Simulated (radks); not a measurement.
Polarisability of neutral tantalum, [Xe] 4f14 5d3 6s2, at imaginary frequency. All-electron calculation, scalar-relativistic Kohn-Sham, LDA (Slater exchange, VWN5 correlation), spin-polarised, spherical densities, finite nucleus; open shells are filled with parallel spins first (spin-orbit coupling, left out, can overturn this in heavy ions); Fermi nuclear charge, rms radius 5.3507 fm. Program: a radial shooting solver on a logarithmic mesh with Libxc functionals. Response by self-consistent Sternheimer equations with the Hartree and adiabatic LDA kernel, the relativistic mass of each level held fixed and spin-orbit coupling left out.

| w (hartree) | alpha1(iw) (bohr^3) |
|---|---|
| 0.00266 | 77.28 |
| 0.0143 | 76.83 |
| 0.0360 | 74.42 |
| 0.0697 | 67.82 |
| 0.118 | 56.17 |
| 0.186 | 41.87 |
| 0.280 | 28.71 |
| 0.413 | 18.70 |
| 0.605 | 11.80 |
| 0.892 | 7.255 |
| 1.35 | 4.284 |
| 2.12 | 2.341 |
| 3.59 | 1.116 |
| 6.94 | 0.4251 |
| 17.5 | 0.1026 |

Static values: alpha1 = 77.30 bohr^3 (11.45 angstrom^3; uncoupled 160.3). C6 = 967.5, triple-dipole C9 = 52270 atomic units. One-pole (London) frequency 4 C6 / (3 alpha1^2) = 0.216 hartree, against 0.160 for minus the highest occupied eigenvalue. Recommended static value: 74 bohr^3 (Schwerdtfeger and Nagle, 2023 table).
